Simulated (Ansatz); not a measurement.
`[NH2][Sn][Cl]` + `FCS` → `[NH2][Sn][SH]` + `FCCl`  (formal exchange of groups at the Sn–Cl bond)

Isolated molecules relaxed with PBE0-D4/def2-TZVP in Ansatz; ΔE leaves out vibrations. CCSD(T)/CBS adds triple-zeta CCSD(T) − MP2 to the extrapolated MP2 energy (def2 sets, frozen cores). This one scheme is used for every species. Functionals use def2-TZVPP. B3LYP here is the variant with VWN-RPA as its local correlation; programs differ in this. Elements past krypton have def2 core potentials. For Sn outer-core shells are correlated without core-valence functions, which leaves a few kJ/mol of doubt a bond. One conformer a species, not always the lowest.

```tsv
level	ΔE (kcal/mol)
B97M-V	13.5
B3LYP-D4	12.6
```

Task: What does CCSD(T)/CBS give? (Best estimate.)

Result: Ansatz gave: +12.3 kcal/mol. The listed levels differ from it by 1.2, 0.3 kcal/mol.

Largest T1 diagnostic among the species: 0.016.

From BLYP to BHLYP (50 % exact exchange), in def2-TZVPP and without D4, ΔE moves by +0.8 kcal/mol. In def2-TZVPP, CCSD(T) changes the Hartree–Fock value by −2.1 kcal/mol (the triples alone add −0.5 kcal/mol) and MP2 by −2.0 kcal/mol.
